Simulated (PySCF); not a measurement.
Al(Me)(H) (CH4Al), SMILES [AlH+][CH3], charge +1.

Geometry optimised at PBE0-D3(BJ)/def2-TZVP. The spin state was assumed, not searched. The isomer is the one that the SMILES or the coordinates give; other isomers of the formula were not compared.

Vertical ionisation energy (IE) and electron affinity (EA) in eV. Rows of orbital energies are one-electron estimates. Where ΔSCF, EOM or ADC give a negative EA the extra electron is unbound and the value depends on the basis.

| level | IE | EA |
|---|---|---|
| −ε(HOMO), −ε(LUMO), PBE/def2-TZVPD (PySCF) | 13.70 | 8.12 |
| −ε(HOMO), −ε(LUMO), r2SCAN/def2-TZVPD (PySCF) | [?] | [?] |

**Question.** Some entries are withheld; supply them. (Estimate from the structure and the level; the computed values follow.)

**Answer.** 
- −ε(HOMO), −ε(LUMO), r2SCAN/def2-TZVPD (PySCF), IE: 13.95
- −ε(HOMO), −ε(LUMO), r2SCAN/def2-TZVPD (PySCF), EA: 7.71
